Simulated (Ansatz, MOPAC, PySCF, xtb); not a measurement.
Spectroscopic constants of BeCl+, closed-shell singlet (lowest of 2S+1 = 1, 3 at CCSD(T)/def2-TZVPP on PBE0 minima; our sources give no spin for the ground state, which may be another).

Constants: fifth-degree fit in 1/R to seven points, most abundant isotopes. Runs in def2 and cc sets follow the lowest solution found near the PBE0 minimum. The singlet is held restricted. HF and MP2 rows in def2 and cc sets belong to the determinant that coupled cluster picked by its CCSD energy.

The values were computed with Ansatz (a program for electronic structure); MOPAC for PM6, PM7 (differences of heats of formation); PySCF for 3-21G rows, 6-31G* rows, STO-3G rows; xtb for the GFN methods. Each number belongs to the level named beside it.

| level | r_e (Å) | ω_e (cm⁻¹) | ω_e x_e (cm⁻¹) | B_e (cm⁻¹) |
|---|---|---|---|---|
| PM6 | 1.672 | 1081 | 5.2 | 0.842 |
| PM7 | 1.752 | 1016 | 6.0 | 0.767 |
| GFN1-xTB | 1.744 | 1002 | 10.0 | 0.773 |
| GFN2-xTB | 1.662 | 1039 | 11 | 0.852 |
| HF/STO-3G | 1.747 | 1085 | 5.0 | 0.771 |
| HF/3-21G | 1.769 | 967 | 4.9 | 0.752 |
| HF/6-31G* | 1.721 | 1043 | 5.0 | 0.794 |
| HF/def2-TZVPP | 1.726 | 1024 | 4.9 | 0.790 |
| HF/aug-cc-pV(Q+d)Z | 1.715 | 1038 | 5.0 | 0.800 |
| HF/aug-cc-pV(5+d)Z | 1.715 | 1038 | 5.0 | 0.800 |
| PBE/def2-TZVPP | 1.735 | 982 | 5.3 | 0.782 |
| BP86/6-31G* | 1.734 | 995 | 5.3 | 0.782 |
| r2SCAN/def2-TZVPP | 1.729 | 1003 | 5.1 | 0.787 |
| B97M-V/def2-TZVPP | 1.724 | 1012 | 5.2 | 0.792 |
| BHLYP/def2-TZVPP | 1.718 | 1022 | 5.1 | 0.797 |
| CAM-B3LYP/def2-TZVPP | 1.721 | 1013 | 5.1 | 0.795 |
| wB97M-V/def2-TZVPP | 1.728 | 1004 | 5.0 | 0.788 |
| MP2/6-31G* | 1.717 | 1054 | 5.1 | 0.798 |
| MP2/aug-cc-pV(T+d)Z | 1.728 | 1016 | 4.9 | 0.787 |
| MP2/def2-TZVPP | 1.736 | 1001 | 4.9 | 0.781 |
| MP2/def2-QZVPP | 1.721 | 1023 | 5.0 | 0.794 |
| MP2/CBS(aug-cc-pV(Q+d)Z, aug-cc-pV(5+d)Z) | 1.720 | 1024 | 4.9 | 0.795 |
| SCS-MP2/def2-TZVPP | 1.736 | 997 | 5.0 | 0.780 |
| SCS-MP2/aug-cc-pV(Q+d)Z | 1.722 | 1020 | 5.1 | 0.793 |
| CCSD/def2-QZVPP | 1.718 | 1024 | 5.2 | 0.797 |
| CCSD/aug-cc-pV(5+d)Z | 1.718 | 1024 | 5.1 | 0.797 |
| CCSD(T)/aug-cc-pV(T+d)Z | 1.730 | 1006 | 5.2 | 0.786 |
| CCSD(T)/def2-TZVPP | 1.738 | 988 | 5.1 | 0.779 |
| CCSD(T)/aug-cc-pV(Q+d)Z | 1.723 | 1014 | 5.2 | 0.792 |
| CCSD(T)/CBS(aug-cc-pV(Q+d)Z, aug-cc-pV(5+d)Z) | 1.720 | 1018 | 5.1 | 0.795 |

Correlated levels freeze the inner cores; with def2 sets outer-core shells near the valence are correlated too. CBS: X⁻³ extrapolation of the correlation energy, Hartree–Fock from the larger set. Rows in 3-21G, 6-31G*, STO-3G carry no dispersion term and start afresh at each structure (6-31G* with six Cartesian d functions). MP2/6-31G* freezes PySCF's default core, which is smaller on s-block atoms. The state that PM6, PM7 reach isn't checked; PM7 holds dispersion and hydrogen-bond terms.
